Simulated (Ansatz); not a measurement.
`N[SiH2]O[SiH2]N` + `C[NH][AlH][F]` → `N[SiH2][NH][AlH][F]` + `CO[SiH2]N`  (redistribution)

Isolated molecules relaxed with PBE0-D4/def2-TZVP in Ansatz; ΔE leaves out vibrations. CCSD(T)/CBS adds triple-zeta CCSD(T) − MP2 to the extrapolated MP2 energy (def2 sets, frozen cores). This one scheme is used for every species. DFT in def2-TZVPP. B3LYP here is the variant with VWN-RPA as its local correlation; programs differ in this. Each species was taken in one conformer, which may not be the lowest.

`N[SiH2]O[SiH2]N`:

Z-matrix (Å, degrees):
```
Si
O 1 1.635
N 1 1.704 2 114.6
H 1 1.484 2 108.0 3 119.4
H 1 1.484 2 108.0 3 -119.3
Si 2 1.635 1 152.0 3 -176.8
H 3 1.007 1 121.1 2 -74.7
H 3 1.007 1 121.1 2 74.7
N 6 1.704 2 114.6 1 175.5
H 6 1.484 2 108.0 1 56.2
H 6 1.484 2 108.0 1 -65.2
H 9 1.007 6 121.1 2 -74.7
H 9 1.007 6 121.1 2 74.7
```

`C[NH][AlH][F]`:

Cartesian coordinates in Å:
```
C -0.953 -0.719 0.484
N -0.263 0.101 -0.490
Al 1.327 0.834 -0.327
F 1.895 1.732 -1.591
H -1.161 -1.727 0.107
H -0.337 -0.833 1.381
H -1.904 -0.277 0.802
H -0.802 0.231 -1.332
H 2.199 0.656 0.967
```

`N[SiH2][NH][AlH][F]`:

Cartesian coordinates in Å:
```
N -0.011 -0.577 -2.060
Si -0.526 0.381 -0.734
N 0.623 0.312 0.552
Al 0.424 -0.045 2.275
F -1.073 -0.432 2.845
H -0.212 -0.279 -3.000
H 0.056 -1.580 -1.997
H -0.674 1.744 -1.315
H -1.810 -0.027 -0.103
H 1.569 0.523 0.258
H 1.632 -0.019 3.279
```

`CO[SiH2]N`:

Z-matrix (Å, degrees):
```
C
O 1 1.406
H 1 1.096 2 111.5
H 1 1.097 2 111.6 3 121.4
H 1 1.092 2 108.5 3 -119.3
Si 2 1.645 1 122.7 3 -65.4
N 6 1.706 2 116.5 1 62.3
H 6 1.489 2 109.1 1 -56.3
H 6 1.479 2 103.1 1 -177.3
H 7 1.005 6 122.3 2 -93.4
H 7 1.006 6 123.2 2 68.6
```

```
        level  ΔE (eV)
    r2SCAN-D4     0.67
     B3LYP-D4     0.69
      ωB97X-V     0.67
       B2PLYP     0.71
       r2SCAN     0.67
         PBE0     0.67
        B3LYP     0.71
MP2/CBS(def2)     0.71
```

Q: What does CCSD(T)/CBS give? (Estimate.)

A: Ansatz gave: +0.69 eV. The listed levels differ from it by -0.02, 0.00, -0.02, 0.02, -0.02, -0.02, 0.02, 0.02 eV.

Largest T1 diagnostic among the species: 0.012.

In def2-TZVPP, CCSD(T) changes the Hartree–Fock value by −0.07 eV (the triples alone add −0.02 eV) and MP2 by −0.05 eV.
